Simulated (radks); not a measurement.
Results of a calculation; reference values are marked as such.
Q: These are the eigenvalues of the occupied orbitals of an atom or ion with whole-number occupations (hartree). Code: a radial shooting solver on a logarithmic mesh with Libxc functionals. Model: scalar-relativistic Kohn-Sham, r2SCAN, spin-unpolarised, spherical densities, finite nucleus; meta-GGA in the generalised Kohn-Sham scheme; Fermi nuclear charge, rms radius of each element as measured or else 0.836 A^(1/3) + 0.57 fm.

orbital  eigenvalue
1s        -978.2806
2s        -147.1681
2p        -132.1136
3s        -28.96947
3p        -23.99232
3d        -16.22275
4s         -5.57284
4p         -4.08829
4d         -1.91968
5p         -0.95386

Which element is it, and in what charge state? The configuration may be excited.

A: Z = 48, cadmium, charge +3: Cd3+ in [Kr] 4d8 5p1. The list shows which subshells hold electrons but not how many an open one holds; the 1s level, -978.28 hartree, gives Z - s = 44.2 by -(Z - s)^2/2, which with screening and relativity narrows Z to a few neighbours, and the depths of the outer levels then fix element, charge and occupations together.
